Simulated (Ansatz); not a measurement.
Basis-set series for C3H8BN, SMILES `C/C=C\BN`. The species carries charge 0 and has multiplicity 1. All single points use the PBE0-D4/def2-TZVP geometry. It is one conformer, not always the lowest.

| functional | basis | functions | energy (Eh) | HOMO (eV) | LUMO (eV) |
| --- | --- | --- | --- | --- | --- |
| PBE0-D4 | def2-TZVPP | 267 | -198.59848 | -7.08 | -0.52 |
| PBE0-D4 | def2-QZVPP | 525 | -198.61009 | -7.10 | -0.57 |
| ωB97M-V | def2-TZVPP | 267 | -198.73908 | -9.27 | 1.51 |
| ωB97M-V | def2-QZVPP | 525 | -198.75010 | -9.29 | 1.40 |

Give the rows for def2-SVP. (An estimate is asked.)

The calculation gave: 
```
functional     basis  functions  energy (Eh)  HOMO (eV)  LUMO (eV)
   PBE0-D4  def2-SVP        110   -198.37896      -6.96      -0.32
   ωB97M-V  def2-SVP        110   -198.50735      -9.15       1.79
```

Positive LUMOs are unbound and depend on the basis.

Program: Ansatz 0.2.0.
